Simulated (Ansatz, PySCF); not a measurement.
C3H9NSi, SMILES C(=C\[SiH3])/CN. Atoms are numbered in the order given.

```xyz
14

N     -2.7109    -1.0260    -0.2910
C     -1.9623     0.0178     0.4083
C     -0.4669    -0.1742     0.3987
C      0.4294     0.6693    -0.1399
Si     2.2729     0.3617    -0.1667
H     -2.5670    -1.9303     0.1607
H     -2.3531    -1.1272    -1.2420
H     -2.3220     0.0513     1.4527
H     -2.2108     0.9962    -0.0368
H     -0.1193    -1.1149     0.8523
H      0.0452     1.5976    -0.5880
H      2.5589    -0.9528     0.4800
H      3.0105     1.4357     0.5649
H      2.7951     0.3390    -1.5669
```
Charge 0, spin multiplicity 1.

The structure is a stationary point at B3LYP-D3(BJ)/def2-SVP. The structure was generated by enumeration; whether it is a known compound was not checked. One conformer was computed; it need not be the lowest.

Two levels are set side by side: PBE-D3(BJ)/def2-SVP (Ansatz, a first-principles code) and B3LYP-D3(BJ)/def2-SVP (Ansatz). Each level has its own optimised geometry; the coordinates shown are those of the second. Frequencies come from the Hessian of PySCF at each geometry. Differences are taken from unrounded values.

```json
[
 {"quantity": "mean bond length (Å)", "B3LYP-D3(BJ)": "1.317", "PBE-D3(BJ)": "1.325", "PBE-D3(BJ) minus B3LYP-D3(BJ)": "0.008"},
 {"quantity": "bond N1–C2 (Å)", "B3LYP-D3(BJ)": "1.463", "PBE-D3(BJ)": "1.467", "PBE-D3(BJ) minus B3LYP-D3(BJ)": "0.004"},
 {"quantity": "bond C2–C3 (Å)", "B3LYP-D3(BJ)": "1.508", "PBE-D3(BJ)": "1.509", "PBE-D3(BJ) minus B3LYP-D3(BJ)": "0.001"},
 {"quantity": "bond C3–C4 (Å)", "B3LYP-D3(BJ)": "1.344", "PBE-D3(BJ)": "1.353", "PBE-D3(BJ) minus B3LYP-D3(BJ)": "0.010"},
 {"quantity": "bond C4–Si5 (Å)", "B3LYP-D3(BJ)": "1.869", "PBE-D3(BJ)": "1.873", "PBE-D3(BJ) minus B3LYP-D3(BJ)": "0.004"},
 {"quantity": "bond N1–H6 (Å)", "B3LYP-D3(BJ)": "1.021", "PBE-D3(BJ)": "1.029", "PBE-D3(BJ) minus B3LYP-D3(BJ)": "0.008"},
 {"quantity": "bond N1–H7 (Å)", "B3LYP-D3(BJ)": "1.021", "PBE-D3(BJ)": "1.029", "PBE-D3(BJ) minus B3LYP-D3(BJ)": "0.008"},
 {"quantity": "bond C2–H8 (Å)", "B3LYP-D3(BJ)": "1.105", "PBE-D3(BJ)": "1.113", "PBE-D3(BJ) minus B3LYP-D3(BJ)": "0.008"},
 {"quantity": "bond C2–H9 (Å)", "B3LYP-D3(BJ)": "1.103", "PBE-D3(BJ)": "1.112", "PBE-D3(BJ) minus B3LYP-D3(BJ)": "0.008"},
 {"quantity": "bond C3–H10 (Å)", "B3LYP-D3(BJ)": "1.101", "PBE-D3(BJ)": "1.109", "PBE-D3(BJ) minus B3LYP-D3(BJ)": "0.009"},
 {"quantity": "bond C4–H11 (Å)", "B3LYP-D3(BJ)": "1.100", "PBE-D3(BJ)": "1.108", "PBE-D3(BJ) minus B3LYP-D3(BJ)": "0.008"},
 {"quantity": "bond Si5–H12 (Å)", "B3LYP-D3(BJ)": "1.493", "PBE-D3(BJ)": "1.506", "PBE-D3(BJ) minus B3LYP-D3(BJ)": "0.013"},
 {"quantity": "bond Si5–H13 (Å)", "B3LYP-D3(BJ)": "1.494", "PBE-D3(BJ)": "1.507", "PBE-D3(BJ) minus B3LYP-D3(BJ)": "0.013"},
 {"quantity": "bond Si5–H14 (Å)", "B3LYP-D3(BJ)": "1.495", "PBE-D3(BJ)": "1.508", "PBE-D3(BJ) minus B3LYP-D3(BJ)": "0.013"},
 {"quantity": "highest harmonic wavenumber (cm⁻¹)", "B3LYP-D3(BJ)": "3557", "PBE-D3(BJ)": "3475", "PBE-D3(BJ) minus B3LYP-D3(BJ)": "-82"},
 {"quantity": "mean harmonic wavenumber (cm⁻¹)", "B3LYP-D3(BJ)": "1374", "PBE-D3(BJ)": "1335", "PBE-D3(BJ) minus B3LYP-D3(BJ)": "-39"},
 {"quantity": "zero-point energy (kcal/mol)", "B3LYP-D3(BJ)": "70.72", "PBE-D3(BJ)": "68.73", "PBE-D3(BJ) minus B3LYP-D3(BJ)": "-2.00"}
]
```

GGA bonds tend to be longer and softer than those of functionals with exact exchange. Differences between two approximate levels are no errors against the true value.
